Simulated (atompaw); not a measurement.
**Plane-wave convergence, PAW (atompaw) potential for Fe**

```
Element                 : iron (Fe)
Generator               : atompaw 4.2.0.5
Type                    : PAW
Functional              : PBE
Relativity              : scalar-relativistic
Frozen core             : [Ar]
Valence charge          : 8
Reference configuration : 3d6 4s1.5 4p0.5
Partial waves           : 4s (bound): rc 3.00 bohr; 4s channel at 3.3 Ry: rc 3.00 bohr; 4p (bound): rc 3.00 bohr; 4p channel at 0.6 Ry: rc 3.00 bohr; 3d (bound): rc 1.05 bohr; 3d channel at 0.05 Ry: rc 1.05 bohr; 4f channel at 0.5 Ry: rc 2.85 bohr
Local potential         : bessel scheme, radius 2.10 bohr
Core correction         : smooth core density matched at 1.65 bohr
Augmentation charge     : sinc compensation charge, radius 2.35 bohr; PAW radius 3.00 bohr; waves and projectors: custom polynom vanderbiltortho
```

The pseudo-atom Hamiltonian at the reference potential is diagonalised in spherical Bessel functions j_l(qr) that vanish at 20 bohr, with q² up to the cutoff. All-electron valence levels (Ry): 4s -0.4309, 4p -0.1289, 3d -0.6165.

How do the lowest levels (Ry) of each channel move with the cutoff, and are there ghosts?

```
cutoff (Ry)     s #1     p #1    p #2     d #1    f #1  Σ f·Δε (mRy)
          8  -0.4309  -0.1289  0.0270   0.0364  0.0944        3917.2
         12  -0.4309  -0.1289  0.0270   0.0355  0.0944        3912.3
         21  -0.4309  -0.1289  0.0270   0.0320  0.0944        3891.3
         30  -0.4309  -0.1289  0.0270   0.0038  0.0944        3722.1
         45  -0.4309  -0.1289  0.0270  -0.3579  0.0944        1551.8
         55  -0.4309  -0.1289  0.0270  -0.5301  0.0944         518.3
         70  -0.4309  -0.1289  0.0270  -0.6032  0.0944          79.6
        100  -0.4309  -0.1289  0.0270  -0.6139  0.0944          15.9
        120  -0.4309  -0.1289  0.0270  -0.6148  0.0944          10.4
        180  -0.4309  -0.1289  0.0270  -0.6164  0.0944           0.9
        230  -0.4309  -0.1289  0.0270  -0.6165  0.0944           0.3
        400  -0.4309  -0.1289  0.0270  -0.6165  0.0944           0.0
```

Result: no extra level below or beside the all-electron valence levels (s, p, d, f tested); 10 mRy is reached at 140 Ry and 1 mRy at 180 Ry.
